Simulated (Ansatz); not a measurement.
Mulliken charges of AlBClH$_{3}$OS, SMILES `SB[O][AlH][Cl]` from r2SCAN/def2-TZVPP in Ansatz (PBE0-D4/def2-TZVP geometry).

```json
{"atom": "S1", "x (Å)": "-2.302", "y (Å)": "0.441", "z (Å)": "0.215", "charge (e)": "-0.184"}
{"atom": "B2", "x (Å)": "-0.566", "y (Å)": "0.562", "z (Å)": "0.718", "charge (e)": "0.237"}
{"atom": "O3", "x (Å)": "0.347", "y (Å)": "-0.186", "z (Å)": "0.086", "charge (e)": "-0.327"}
{"atom": "Al4", "x (Å)": "1.470", "y (Å)": "-1.009", "z (Å)": "-0.840", "charge (e)": "0.557"}
{"atom": "Cl5", "x (Å)": "2.252", "y (Å)": "-0.042", "z (Å)": "-2.512", "charge (e)": "-0.246"}
{"atom": "H6", "x (Å)": "-2.769", "y (Å)": "1.327", "z (Å)": "1.106", "charge (e)": "0.107"}
{"atom": "H7", "x (Å)": "-0.258", "y (Å)": "1.301", "z (Å)": "1.609", "charge (e)": "-0.018"}
{"atom": "H8", "x (Å)": "1.918", "y (Å)": "-2.450", "z (Å)": "-0.439", "charge (e)": "-0.126"}
```

Question: By hand: the dipole of these point charges (1 e Å = 4.8032 D).

Answer: Σ q r = (-0.093, -0.012, 0.397) e Å, of length 0.408 e Å = 1.96 D.

Question: How does the dipole of the full density compare? (Estimate.)

Answer: Ansatz gave: (0.043, -0.055, 0.215) e Å, 1.09 D; the point charges give 1.80 times that, at 27° from its direction.

Point charges leave out the atoms' own dipoles, such as those of lone pairs, and Mulliken's split depends on the basis, so the two needn't agree.
